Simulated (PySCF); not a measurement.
**Diatomic cations of Ga with the second period**

PBE0 with double-zeta basis sets in PySCF, for the lowest determinant that a PBE0 search found; no spin–orbit coupling. De refers to high-spin ground-configuration atoms (the charge goes to the atom of lower measured ionisation energy or higher electron affinity, which is not always the lowest computed limit). A positive dipole points towards Ga; it is taken about the centre of mass and depends on that origin.

| M | basis | charged atom | state (unpaired electrons) | Re (Å) | ωe (cm⁻¹) | De (eV) | μ (D) |
| --- | --- | --- | --- | --- | --- | --- | --- |
| Li | def2-SVP | Li+ | doublet (σ ↑) | 3.074 | 183 | 1.18 | -8.73 |
| Be | cc-pVDZ/cc-pVDZ-PP | Ga+ | singlet (closed shell) | 2.825 | 234 | 0.72 | -3.75 |
| B | x2c-SVPall | Ga+ | doublet (σ ↑) | 2.750 | 216 | 0.88 | -2.29 |
| C | cc-pVDZ-PP/cc-pVDZ | Ga+ | triplet (σ ↑, π ↑) | 2.641 | 184 | 0.45 | -0.51 |
| N | pcseg-1 | Ga+ | quartet (σ ↑, π ↑↑) | 2.663 | 115 | 0.16 | 1.03 |
| F | aug-cc-pVDZ-PP/aug-cc-pVDZ | Ga+ | doublet (σ ↑) | 1.728 | 665 | 1.29 | 3.68 |

(1) By what factor does the well depth vary along the series?

The rows differ in basis set, which adds steps of its own.

The state changes along the series, so neighbouring rows are not always alike in their bonding.

Closed-shell solutions of metal pairs were not tested for spin polarisation, which can lower them a little. Weak bonds: GaC⁺, GaN⁺. Basis-set superposition, not corrected here, can be much of De in a small basis, most of all at correlated wavefunction levels. Spin–orbit coupling is left out. For an ion De counts to the pair picked by the measured ionisation energies or electron affinities, which need not be the lowest pair at this level. States were picked by a PBE0 search and need not be the measured ground states.

## Answers

(1) At PBE0 it runs from 0.16 eV (GaN⁺) to 1.29 eV (GaF⁺), a factor of 8.06.
